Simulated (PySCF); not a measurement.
CH4BClO2. Atoms are numbered in the order given.

```xyz
9

B      0.0765     0.1869     0.0630
Cl    -0.2037    -0.3431     1.7384
O      0.5989     1.4116    -0.1882
H      0.7776     1.9109     0.6139
O     -0.2485    -0.6661    -0.9187
C     -0.0698    -0.3538    -2.2799
H      0.6482    -1.0607    -2.7232
H     -1.0318    -0.4654    -2.8024
H      0.3016     0.6719    -2.4221
```
Charge 0, spin multiplicity 1.

Coordinates come from a PBE0-D3(BJ)/def2-SVP optimisation. Other conformers were not sampled.

All values below come from B3LYP/def2-TZVP (PySCF).

Isolated molecule, no solvent.

| Quantity | Value |
|---|---|
| total energy | -676.27920 hartree |
| highest occupied level | -8.53 eV |
| lowest empty level | 0.36 eV |
| orbital gap | 8.89 eV |
| dipole moment | 1.87 D |
| quadrupole, principal values (traceless, Buckingham form, about the centre of nuclear charge) | -4.66, -1.47, 6.13 D·Å |
| mean static polarisability | 45.5 bohr³ (6.74 Å³) |
| polarisability, principal values | 35.1, 43.4, 57.9 bohr³ |
